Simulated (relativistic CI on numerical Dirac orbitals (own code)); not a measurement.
Radial parameters of Ag40+

These numbers are calculated, not measured: Dirac-Coulomb-Breit CI, separate exchange-only KLI orbitals for each configuration, model QED (radiative potential, 1s self-energy scaled to tabulated hydrogen-like ionisation energies), unscaled Slater integrals (own radial code, finite nucleus).

Slater integrals F^k, G^k are unscaled and averaged over j, outside the closed core 1s2; ζ comes from projecting the Hamiltonian with its Breit term on Σ l·s of the shell.

- 2s2.2p3: F^2(2p,2p) = 853500, ζ(2p) = 1.0148e+06 cm⁻¹; <r>(2p) = 0.1115, <r^2>(2p) = 0.01505 (bohr units).
- 2s.2p4: F^2(2p,2p) = 852030, G^1(2s,2p) = 906750, ζ(2p) = 1.0099e+06 cm⁻¹; <r>(2s) = 0.1291, <r^2>(2s) = 0.01959, <r>(2p) = 0.1116, <r^2>(2p) = 0.0151 (bohr units).
- 2p5: ζ(2p) = 1.0051e+06 cm⁻¹; <r>(2p) = 0.1119, <r^2>(2p) = 0.01517 (bohr units).

Averages of the first 10 configurations, taken without configuration mixing, which lowers the lowest level and can move excited configurations by several eV; other configurations of the list can lie among them:

```tsv
Configuration	Parity	States	Average energy above the lowest level (eV)
2s2.2p3	odd	20	189.0
2s.2p4	even	30	508.6
2p5	odd	6	865.0
2p4.3s	even	30	4274.9
2p4.3p	odd	90	4365.0
2p4.3d	even	150	4452.6
2s2.2p2.3s	even	30	3647.1
2s2.2p2.3p	odd	90	3742.9
2s2.2p2.3d	even	150	3830.9
2s.2p3.3s	odd	80	3942.4
```
